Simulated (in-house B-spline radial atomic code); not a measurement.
Configurations of Nb VII (Nb6+), with energies counted from [Ar] 3d10 4s2 4p5. Method: scalar-relativistic (X2C) AM05, spin-polarised, spherical fractional occupations, Fermi nucleus of rms radius 4.324 fm. Calculated with a B-spline radial code for spherical atoms. Shells without spins written out take the highest spin.

Occupations are held fixed; configurations that lie above the ionisation limit could autoionise.

```tsv
configuration	E - E(ref) (eV)	highest orbital	its <r> (bohr)
[Ar] 3d10 4s2 4p4 5s1	54.62	5s up	2.256
[Ar] 3d10 4s1 4p5 5s1	80.707	5s up	2.251
[Ar] 3d10 4s2 4p4 5f1	88.466	5f up	3.755
[Ar] 3d(4 up, 5 down) 4s2 4p(2 up, 3 down) 4d(0 up, 1 down)	215.74	4d down	1.37
[Ar] 3d9 4s2 4p5 5f1	270.33	5f up	3.687
[Ne] 3s2 3p5 3d10 4s2 4p5 5d1	406.84	5d up	2.902
[Ne] 3s2 3p5 3d10 4s2 4p5 5f1	419.45	5f up	3.686
```

(1) Order these further configurations by energy, lowest first.
A. [Ar] 3d10 4s1 4p5 5f1
B. [Ar] 3d9 4s2 4p5 5s1
C. [Ar] 3d10 4s(0 up, 1 down) 4p(3 up, 2 down) 5s(1 up, 0 down)
D. [Ar] 3d10 4s(1 up, 0 down) 4p(2 up, 3 down) 4f(1 up, 0 down)
E. [Ne] 3s2 3p5 3d10 4s2 4p5 5s1

(2) How far above the reference does [Ar] 3d10 4s1 4p5 4f1 lie?

(3) How far above the reference does [Ne] 3s2 3p(3 up, 2 down) 3d10 4s2 4p(3 up, 2 down) 5p(0 up, 1 down) lie?

Results:

(1) C (82.439 eV), D (98.56 eV), A (114.61 eV), B (235.97 eV), E (385.11 eV).

(2) 96.4 eV; its least bound orbital is 4f up with <r> = 1.925 bohr.

(3) 394.1 eV; its least bound orbital is 5p down with <r> = 2.449 bohr.
